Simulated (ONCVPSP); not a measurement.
What one change does to a pseudopotential (Hf (Z = 72), ONCV)

ONCVPSP 4.0.1 input, shortened (lines: element, Z, core and valence counts, functional; n l f; lmax; l rc ep ncon nbas qcut; lloc lpopt rc5 dvloc0; l nproj debl; icmod fcfact rcfact), LDA (Perdew-Zunger), fully relativistic:

```
  Hf 72.00   10    5        3      upf
    1    0    2.00
    2    0    2.00
    2    1    6.00
    3    0    2.00
    3    1    6.00
    3    2   10.00
    4    0    2.00
    4    1    6.00
    4    2   10.00
    4    3   14.00
    5    0    2.00
    5    1    6.00
    5    2    2.00
    6    0    1.75
    6    1    0.25
    2
    0    1.80    0.00    4    8    7.90
    1    2.30    0.00    4    8    6.60
    2    2.90    0.00    5   10    4.60
    4    5    1.20    0.00
    0    2    3.20
    1    2    2.30
    2    2    3.50
    0    0.00    0.00
```

Open shells are filled in proportion to 2j + 1.

Change: functional PBE.

Cutoffs: the cutoffs (Ha) at which the residual kinetic energy of the hardest occupied pseudo-wave falls to 1 and 0.1 mHa per electron; they do not see the model core or the augmentation charge, which bear on the density cutoff. Errors are all-electron minus pseudo energies relative to the spin-unpolarised reference configuration.

Task: What does the change do?

Result: The potential gets neither clearly harder nor softer (20 Ha and 23 Ha → 20 Ha and 24 Ha); of the 4 tests that both files solve, the error grows in 2 and shrinks in 0 by more than 15 % and 0.3 meV (median size 5.4 → 6.6 meV); neither file shows a bound ghost.

```tsv
quantity	base	changed
cutoff, loose	20 Ha	20 Ha
cutoff, tight	23 Ha	24 Ha
loose cutoff by channel	s 20 Ha, p 12 Ha, d 8.6 Ha	s 20 Ha, p 12 Ha, d 8.6 Ha
bound ghosts	none	none
GHOST(+) flags under 300 eV	s at 121.7 eV	s at 126.7 eV
error for 5s2 5p6 5d2 6s2 6p0, meV [ΔE -0.95 → -0.93 eV]	0.0	+0.1
error for 5s2 5p6 5d2 6s1 6p0, meV [ΔE 7.25 → 7.05 eV]	+1.7	+3.0
error for 5s2 5p6 5d2 6s0 6p0, meV [ΔE 21.75 → 21.23 eV]	+9.2	+21
error for 5s2 5p6 5d1 6s2 6p0, meV [ΔE 5.78 → 5.57 eV]	+9.2	+10
s: phases at 1.82 bohr within 0.05 rad from the reference energy up to (Ha; the scan ends near 5)	4.3	4.5
p3/2: phases at 2.33 bohr within 0.05 rad from the reference energy up to (Ha; the scan ends near 5)	4.3	4.4
p1/2: phases at 2.33 bohr within 0.05 rad from the reference energy up to (Ha; the scan ends near 5)	4.3	4.3
d5/2: phases at 2.94 bohr within 0.05 rad from the reference energy up to (Ha; the scan ends near 5)	0.8	0.8
d3/2: phases at 2.94 bohr within 0.05 rad from the reference energy up to (Ha; the scan ends near 5)	0.8	0.8
```
